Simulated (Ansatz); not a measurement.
Born–Oppenheimer molecular dynamics of F2H5NSi2 (10 atoms, charge 0, multiplicity 1). It goes on from the last frame of an earlier run, with new velocities.

Method: RKS B3LYP/STO-3G (Ansatz 0.2.0).

- ensemble: NVT, Langevin thermostat
- time step: 0.5 fs
- steps asked: 166
- set temperature: 500 K
- friction: 0.001 /fs
- masses: H 2.014 u
- seed: 478635

Frames 0.5 fs apart, positions in Å, forces in eV/Å.

Velocities at 40.0 fs (Å/ps):

```
Si -0.59 4.50 0.03
Si -2.10 -4.60 1.04
H -14.39 0.95 -9.56
H -2.36 14.75 10.50
H -17.72 6.80 -23.41
N -6.13 -4.80 2.44
H 1.72 2.69 -0.15
H -13.66 5.84 -1.84
F 3.19 -2.20 -4.80
F 6.14 8.32 2.80
```

```xyz
10
Properties=species:S:1:pos:R:3:forces:R:3 time_fs=40.0 energy_less_start_eV=0.183 T=350
Si 0.031 -0.075 -0.019 0.48 -1.08 -1.20
Si 0.008 0.073 2.221 -2.51 0.13 -0.72
H -1.195 0.771 2.657 0.00 -0.61 0.02
H 0.284 -1.093 2.937 -0.13 -1.31 0.58
H 0.971 0.934 2.591 2.48 2.01 0.72
N 1.708 0.196 -0.532 1.78 -0.32 -1.80
H 1.835 0.565 -1.567 -0.34 -1.02 2.15
H 2.516 -0.546 -0.367 -2.20 1.56 -0.29
F -0.896 0.959 -0.883 0.09 0.74 0.15
F -0.617 -1.461 -0.651 0.35 -0.11 0.39
10
Properties=species:S:1:pos:R:3:forces:R:3 time_fs=40.5 energy_less_start_eV=0.187 T=342
Si 0.030 -0.072 -0.019 0.51 -1.09 -1.12
Si 0.006 0.071 2.221 -2.72 0.25 -0.82
H -1.202 0.772 2.652 0.10 -0.66 0.00
H 0.282 -1.087 2.943 -0.08 -1.42 0.66
H 0.963 0.939 2.580 2.55 2.09 0.76
N 1.705 0.194 -0.531 1.67 -0.12 -1.94
H 1.836 0.565 -1.566 -0.37 -1.03 2.21
H 2.508 -0.543 -0.368 -2.01 1.39 -0.23
F -0.895 0.958 -0.885 0.05 0.80 0.13
F -0.614 -1.457 -0.649 0.30 -0.21 0.35
10
Properties=species:S:1:pos:R:3:forces:R:3 time_fs=41.0 energy_less_start_eV=0.161 T=361
Si 0.030 -0.070 -0.019 0.55 -1.08 -1.03
Si 0.005 0.069 2.221 -2.78 0.41 -0.83
H -1.209 0.771 2.647 0.18 -0.70 -0.01
H 0.281 -1.083 2.950 -0.05 -1.47 0.69
H 0.959 0.946 2.570 2.50 2.05 0.75
N 1.703 0.191 -0.531 1.45 0.11 -2.01
H 1.836 0.564 -1.562 -0.38 -1.00 2.18
H 2.497 -0.537 -0.369 -1.73 1.14 -0.15
F -0.893 0.957 -0.888 0.01 0.86 0.10
F -0.611 -1.453 -0.648 0.25 -0.31 0.31
10
Properties=species:S:1:pos:R:3:forces:R:3 time_fs=41.5 energy_less_start_eV=0.112 T=408
Si 0.030 -0.069 -0.019 0.59 -1.06 -0.95
Si 0.003 0.066 2.222 -2.70 0.61 -0.78
H -1.216 0.769 2.643 0.25 -0.73 -0.02
H 0.279 -1.080 2.958 -0.03 -1.45 0.70
H 0.958 0.956 2.560 2.32 1.90 0.70
N 1.700 0.189 -0.530 1.10 0.37 -2.00
H 1.835 0.562 -1.556 -0.37 -0.94 2.06
H 2.485 -0.531 -0.370 -1.35 0.81 -0.04
F -0.891 0.956 -0.890 -0.02 0.91 0.08
F -0.607 -1.449 -0.646 0.20 -0.42 0.26
10
Properties=species:S:1:pos:R:3:forces:R:3 time_fs=42.0 energy_less_start_eV=0.049 T=446
Si 0.030 -0.067 -0.020 0.64 -1.02 -0.87
Si 0.001 0.064 2.222 -2.49 0.83 -0.66
H -1.223 0.766 2.638 0.31 -0.75 -0.02
H 0.277 -1.079 2.967 -0.02 -1.39 0.66
H 0.960 0.969 2.551 2.05 1.65 0.63
N 1.698 0.186 -0.531 0.64 0.67 -1.91
H 1.834 0.559 -1.548 -0.35 -0.83 1.83
H 2.470 -0.523 -0.371 -0.87 0.40 0.08
F -0.889 0.955 -0.892 -0.05 0.96 0.06
F -0.604 -1.445 -0.645 0.15 -0.53 0.21
10
Properties=species:S:1:pos:R:3:forces:R:3 time_fs=42.5 energy_less_start_eV=-0.013 T=492
Si 0.030 -0.065 -0.020 0.68 -0.98 -0.78
Si -0.001 0.062 2.222 -2.17 1.06 -0.51
H -1.229 0.762 2.634 0.34 -0.75 -0.02
H 0.275 -1.080 2.976 -0.02 -1.27 0.60
H 0.964 0.983 2.543 1.70 1.34 0.54
N 1.697 0.184 -0.531 0.08 0.99 -1.74
H 1.832 0.555 -1.538 -0.31 -0.68 1.49
H 2.454 -0.515 -0.372 -0.32 -0.08 0.22
F -0.887 0.955 -0.894 -0.09 1.00 0.04
F -0.601 -1.441 -0.643 0.10 -0.64 0.16
10
Properties=species:S:1:pos:R:3:forces:R:3 time_fs=43.0 energy_less_start_eV=-0.063 T=532
Si 0.030 -0.064 -0.021 0.74 -0.92 -0.70
Si -0.003 0.060 2.222 -1.78 1.29 -0.31
H -1.235 0.757 2.629 0.35 -0.73 -0.01
H 0.273 -1.083 2.986 -0.03 -1.11 0.50
H 0.971 0.999 2.536 1.31 0.97 0.44
N 1.695 0.182 -0.532 -0.54 1.30 -1.46
H 1.830 0.549 -1.526 -0.25 -0.48 1.05
H 2.439 -0.507 -0.372 0.27 -0.59 0.37
F -0.885 0.954 -0.896 -0.12 1.04 0.02
F -0.598 -1.437 -0.641 0.05 -0.75 0.11
10
Properties=species:S:1:pos:R:3:forces:R:3 time_fs=43.5 energy_less_start_eV=-0.089 T=559
Si 0.031 -0.062 -0.021 0.78 -0.86 -0.62
Si -0.005 0.058 2.222 -1.34 1.48 -0.09
H -1.240 0.751 2.625 0.36 -0.71 0.01
H 0.270 -1.087 2.997 -0.05 -0.90 0.37
H 0.979 1.016 2.529 0.89 0.57 0.34
N 1.693 0.180 -0.533 -1.20 1.58 -1.09
H 1.828 0.544 -1.512 -0.17 -0.25 0.50
H 2.424 -0.499 -0.371 0.88 -1.12 0.53
F -0.883 0.954 -0.898 -0.15 1.08 0.00
F -0.595 -1.434 -0.640 0.00 -0.87 0.06
10
Properties=species:S:1:pos:R:3:forces:R:3 time_fs=44.0 energy_less_start_eV=-0.088 T=562
Si 0.031 -0.060 -0.021 0.81 -0.80 -0.55
Si -0.008 0.056 2.221 -0.88 1.64 0.14
H -1.245 0.744 2.620 0.34 -0.68 0.02
H 0.268 -1.093 3.009 -0.08 -0.67 0.21
H 0.988 1.033 2.522 0.47 0.17 0.24
N 1.690 0.178 -0.534 -1.81 1.79 -0.62
H 1.826 0.538 -1.498 -0.08 0.02 -0.15
H 2.410 -0.493 -0.369 1.45 -1.61 0.69
F -0.881 0.954 -0.900 -0.17 1.11 -0.01
F -0.592 -1.430 -0.638 -0.05 -0.98 0.01
10
Properties=species:S:1:pos:R:3:forces:R:3 time_fs=44.5 energy_less_start_eV=-0.060 T=542
Si 0.031 -0.059 -0.022 0.82 -0.73 -0.47
Si -0.011 0.054 2.221 -0.41 1.76 0.37
H -1.250 0.736 2.616 0.31 -0.63 0.05
H 0.266 -1.100 3.021 -0.11 -0.42 0.05
H 0.998 1.051 2.516 0.07 -0.22 0.16
N 1.688 0.177 -0.536 -2.32 1.88 -0.07
H 1.824 0.532 -1.484 0.03 0.32 -0.85
H 2.397 -0.488 -0.367 1.91 -2.01 0.83
F -0.880 0.954 -0.902 -0.20 1.14 -0.03
F -0.589 -1.427 -0.636 -0.10 -1.08 -0.04
10
Properties=species:S:1:pos:R:3:forces:R:3 time_fs=45.0 energy_less_start_eV=-0.014 T=500
Si 0.032 -0.058 -0.022 0.81 -0.67 -0.40
Si -0.014 0.052 2.221 0.04 1.83 0.58
H -1.254 0.728 2.611 0.26 -0.57 0.08
H 0.263 -1.107 3.033 -0.15 -0.17 -0.13
H 1.009 1.069 2.510 -0.29 -0.57 0.10
N 1.685 0.175 -0.537 -2.66 1.83 0.53
H 1.822 0.526 -1.471 0.14 0.61 -1.57
H 2.388 -0.486 -0.363 2.20 -2.26 0.93
F -0.878 0.954 -0.905 -0.22 1.17 -0.04
F -0.586 -1.424 -0.635 -0.14 -1.19 -0.09
10
Properties=species:S:1:pos:R:3:forces:R:3 time_fs=45.5 energy_less_start_eV=0.038 T=453
Si 0.032 -0.057 -0.023 0.78 -0.62 -0.33
Si -0.017 0.051 2.221 0.47 1.86 0.77
H -1.257 0.719 2.607 0.20 -0.51 0.11
H 0.261 -1.115 3.045 -0.18 0.08 -0.30
H 1.019 1.086 2.504 -0.62 -0.89 0.05
N 1.681 0.174 -0.538 -2.76 1.62 1.12
H 1.820 0.521 -1.460 0.25 0.87 -2.23
H 2.381 -0.486 -0.359 2.29 -2.31 0.97
F -0.876 0.954 -0.907 -0.24 1.19 -0.04
F -0.583 -1.421 -0.633 -0.19 -1.29 -0.13
```

Of the whole run (83 fs, mean temperature of the second half 469 K): A run of 0.083 ps of so small a system gives no equilibrium averages. Limits of this set-up: minimal basis.

Time of the run: 6.3 min on 1 thread of Arm Neoverse V1 (shared host), peak memory 0.1 GiB.
